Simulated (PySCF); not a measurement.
Species: CH₇AlFN.
SMILES: `[CH3][Al@H-]([NH3+])[F]`

The closed-shell ground state was solved at several levels (PySCF, density fitting, gas phase, non-relativistic). Geometry: PBE0-D3(BJ)/def2-SVP; no solvent, vibrations or thermal averaging.

```json
{"level": "HF/def2-SVPD", "basis functions": "143", "total energy (Eh)": "-437.6551", "HOMO (eV)": "-10.50", "LUMO (eV)": "1.45", "gap (eV)": "11.95", "dipole (D)": "5.68"}
{"level": "CAM-B3LYP/def2-SVPD", "basis functions": "143", "total energy (Eh)": "-439.1823", "HOMO (eV)": "-8.73", "LUMO (eV)": "0.16", "gap (eV)": "8.89", "dipole (D)": "5.56"}
{"level": "KT3/pcSseg-2", "basis functions": "249", "total energy (Eh)": "-444.2347", "HOMO (eV)": "-6.11", "LUMO (eV)": "-1.51", "gap (eV)": "4.60", "dipole (D)": "5.38"}
{"level": "PBE0/6-31G*", "basis functions": "74", "total energy (Eh)": "-439.0980", "HOMO (eV)": "-7.00", "LUMO (eV)": "0.61", "gap (eV)": "7.61", "dipole (D)": "5.68"}
{"level": "BHandHLYP/pcSseg-2", "basis functions": "249", "total energy (Eh)": "-439.4668", "HOMO (eV)": "-8.54", "LUMO (eV)": "-0.01", "gap (eV)": "8.53", "dipole (D)": "5.60"}
```

(1) Estimate the row for PBE0/def2-TZVP, a basis of 172 functions; the other rows only guide the guess.

(2) Over all these levels, which gives the widest orbital gap and which the narrowest?

(3) How far do the dipole and the HOMO energy spread over the levels?

Results:

(1) Total energy -439.2239 Eh, HOMO -7.26 eV, LUMO -0.19 eV, gap 7.07 eV, dipole 5.53 D.

(2) HF/def2-SVPD (Hartree–Fock, all exact exchange) has the widest, 11.95 eV, and KT3/pcSseg-2 (GGA) the narrowest, 4.60 eV. Functional and basis both differ between the two, so the spread mixes both effects.

(3) The dipole runs from 5.38 to 5.68 D (mean 5.57 D) and the HOMO from -10.50 to -6.11 eV.
